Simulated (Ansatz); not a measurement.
`CC[SiH2]N` + `[SiH3]C[O][SnH3]` → `N[SiH2]OC[SiH3]` + `C[CH2][SnH3]`  (redistribution)

Program: Ansatz. Geometries: PBE0-D4/def2-TZVP. ΔE: electronic, gas phase. CCSD(T)/CBS is the MP2 limit (def2-TZVPP, def2-QZVPP) plus CCSD(T) − MP2 in def2-TZVPP, frozen cores. DFT in def2-TZVPP. B3LYP here is the variant with VWN-RPA as its local correlation; programs differ in this. Elements past krypton have def2 core potentials. For Sn outer-core shells are correlated without core-valence functions, which leaves a few kJ/mol of doubt a bond. Each species was taken in one conformer, which may not be the lowest.

| species | B3LYP-D4 energy (Eh) |
| --- | --- |
| `CC[SiH2]N` | -426.01593 |
| `[SiH3]C[O][SnH3]` | -622.07583 |
| `N[SiH2]OC[SiH3]` | -752.69691 |
| `C[CH2][SnH3]` | -295.42236 |

Problem. Work out ΔE.

Solution. ΔE = (-752.69691) + (-295.42236) − (-426.01593) − (-622.07583) = -0.02751 Eh = -72.2 kJ/mol. CCSD(T)/CBS gives -73.6 kJ/mol.

Largest T1 diagnostic among the species: 0.014.

From PBE to PBE0 (25 % exact exchange), in def2-TZVPP and without D4, ΔE moves by −5.3 kJ/mol.
